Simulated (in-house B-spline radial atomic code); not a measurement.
Binding energies in neutral lead

NIST's tabulated ground configuration is [Xe] 4f14 5d10 6s2 6p2; each binding energy is the energy of the ion with one electron taken from that subshell, relaxed, less that of the parent. Level of theory: Dirac-Hartree-Fock, average of configuration, Fermi nucleus of rms radius 5.5012 fm; calculated with a radial B-spline atomic code at the basis-set limit. Energies include first-order Breit, QED and recoil terms.

```json
{"subshell": "1s", "X-ray name": "K", "binding energy (eV)": "88006.3", "-ε (eV)": "88597.2", "relaxation (eV)": "96.9"}
{"subshell": "2s", "X-ray name": "L1", "binding energy (eV)": "15874.3", "-ε (eV)": "15997.1", "relaxation (eV)": "58.7"}
{"subshell": "3s", "X-ray name": "M1", "binding energy (eV)": "3864.9", "-ε (eV)": "3911.7", "relaxation (eV)": "33.6"}
{"subshell": "3d3/2", "X-ray name": "M4", "binding energy (eV)": "2593.8", "-ε (eV)": "2634.4", "relaxation (eV)": "35.8"}
{"subshell": "3d5/2", "X-ray name": "M5", "binding energy (eV)": "2491.7", "-ε (eV)": "2529.8", "relaxation (eV)": "35.0"}
{"subshell": "4d3/2", "X-ray name": "N4", "binding energy (eV)": "445.9", "-ε (eV)": "460.4", "relaxation (eV)": "13.9"}
{"subshell": "4d5/2", "X-ray name": "N5", "binding energy (eV)": "423.5", "-ε (eV)": "437.2", "relaxation (eV)": "13.5"}
{"subshell": "5s", "X-ray name": "O1", "binding energy (eV)": "161.4", "-ε (eV)": "167.2", "relaxation (eV)": "5.3"}
{"subshell": "4f5/2", "X-ray name": "N6", "binding energy (eV)": "148.3", "-ε (eV)": "161.5", "relaxation (eV)": "13.5"}
{"subshell": "4f7/2", "X-ray name": "N7", "binding energy (eV)": "143.4", "-ε (eV)": "156.2", "relaxation (eV)": "13.2"}
{"subshell": "5d3/2", "X-ray name": "O4", "binding energy (eV)": "27.71", "-ε (eV)": "30.99", "relaxation (eV)": "3.30"}
{"subshell": "5d5/2", "X-ray name": "O5", "binding energy (eV)": "25.15", "-ε (eV)": "28.19", "relaxation (eV)": "3.10"}
{"subshell": "6s", "X-ray name": "P1", "binding energy (eV)": "14.59", "-ε (eV)": "15.42", "relaxation (eV)": "0.78"}
{"subshell": "6p", "X-ray name": "-", "binding energy (eV)": "6.16", "-ε (eV)": "6.48", "relaxation (eV)": "0.33"}
```

Relaxation = -ε minus the binding energy without Breit, QED and recoil terms.

Emission lines follow as differences of binding energies, with λ = 12398.42 eV·Å / E:

| line | holes | energy (eV) | wavelength (Å) |
| --- | --- | --- | --- |
| M5-N7 | 3d5/2 → 4f7/2 | 2348.3 | 5.2797 |
| M4-N6 | 3d3/2 → 4f5/2 | 2445.5 | 5.0699 |

(1) What does it cost to remove both a 5d5/2 and a 5d3/2 electron?

(2) What does it cost to remove both a 4d3/2 and a 6s electron?

Results:

(1) 66.235 eV, which is 13.37 eV more than the two single binding energies together.

(2) 470.92 eV, which is 10.41 eV more than the two single binding energies together.
